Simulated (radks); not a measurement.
Charge is removed step by step from the 3p down level of the iron ion Fe2+, starting from [Ne] 3s2 3p(up 3, down 3) 3d6. All-electron calculation, non-relativistic Kohn-Sham, SCAN, spin-polarised, spherical densities, point nucleus; open shells are filled with parallel spins first; meta-GGA in the generalised Kohn-Sham scheme. Program: a radial shooting solver on a logarithmic mesh with Libxc functionals.

| removed (e) | E - E(0) (eV) | eigenvalue (eV) | E minus straight line (eV) |
|---|---|---|---|
| 0 | 0.000 | -76.349 | 0.000 |
| 0.25 | 19.611 | -80.613 | -1.666 |
| 0.5 | 40.315 | -85.026 | -2.240 |
| 0.75 | 62.137 | -89.564 | -1.695 |
| 1 | 85.110 | -94.209 | 0.000 |

Removing the whole electron costs 85.110 eV by Delta-SCF, against 76.349 eV from minus the eigenvalue at the starting occupation. Slater's transition state (half an electron removed) gives 85.026 eV. Integrating minus the eigenvalue over the occupation (Janak's theorem) gives 85.110 eV. The mean slope of the eigenvalue, de/dn, is 17.9 eV per electron.
